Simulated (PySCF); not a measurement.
**Static response to an electric field**

Species: C₅H₁₁NSi.
Atom-mapped SMILES: `[CH2:1]=[CH:2][C@@H:3]1[CH2:4][NH:5][SiH2:6][CH2:7]1` (hydrogens: H8, H9 on C1; H10 on C2; H11 on C3; H12, H13 on C4; H14 on N5; H15, H16 on Si6; H17, H18 on C7)

Cartesian coordinates in Å at the GFN2-xTB level; atoms count from 1:
```xyz
18
C5H11NSi angstrom
C      2.8453   -0.0112    0.5360
C      1.6745   -0.5589    0.2682
C      0.3912    0.1939    0.1411
C     -0.6791   -0.3171    1.1132
N     -1.9407    0.2272    0.6555
Si    -2.0408    0.4709   -1.0393
C     -0.1973    0.0753   -1.2717
H      2.9486    1.0486    0.7033
H      3.7490   -0.5934    0.5998
H      1.5978   -1.6266    0.1005
H      0.5614    1.2526    0.3575
H     -0.4703    0.0210    2.1337
H     -0.6872   -1.4171    1.1165
H     -2.7162    0.0666    1.2752
H     -2.8935   -0.4677   -1.7808
H     -2.4160    1.8576   -1.3221
H     -0.0677   -0.9441   -1.6379
H      0.3325    0.7288   -1.9605
```

Level: B3LYP/def2-SVPD (PySCF), static field, nuclei fixed, core orbitals frozen in the response. The polarisability tensor in these axes (au):

```
x   115.09  -1.47  10.49
y    -1.47  79.33  -1.45
z    10.49  -1.45  84.81
```

Diagonalise the tensor; give its mean and Δα, where Δα² is half the sum of the squared differences of the eigenvalues.

Principal values 78.91, 81.87 and 118.46 au; mean 93.08 au = 13.79 Å³ = 15.35 × 10⁻⁴⁰ C²·m²/J; Δα = 38.15 au (41 % of the mean).

What is the dipole moment, and where does it point?

(-0.18, -0.49, 0.45) D, 0.69 D in size, pointing from the negative to the positive side. Measured along this direction, the outermost atoms are H18 at the negative end and H13 at the positive end.

Find the Langevin capture rate constant for NH4+ (18.034 u) meeting this molecule (113.066 u), k = 2.342 × 10⁻⁹ cm³/s × √(α in Å³ / reduced mass in u).

The reduced mass is 15.55 u, so k = 2.21 × 10⁻⁹ cm³/s. The formula leaves out the permanent dipole, which adds to the capture rate.

Molar refractivity from α?

Lorentz–Lorenz: R = (4π/3)N_A α = 2.5225 cm³/(mol·Å³) × 13.79 Å³ = 34.8 cm³/mol, in the limit of long wavelengths.

Rayleigh depolarisation ratio (linearly polarised light, static tensor)?

ρ = 3Δα²/(45ᾱ² + 4Δα²) = 4367.2/(389854 + 5822.9) = 0.011.

Along which axes do the principal values lie, and how far do the nuclei extend along each?

Largest value along (0.95, -0.05, 0.30), where the nuclei span 7.05 Å; middle along (-0.30, -0.34, 0.89), 4.13 Å; least along (-0.06, 0.94, 0.34), 3.04 Å. The response follows the extents in order.

Isolated species at its GFN2-xTB geometry (one conformer only).
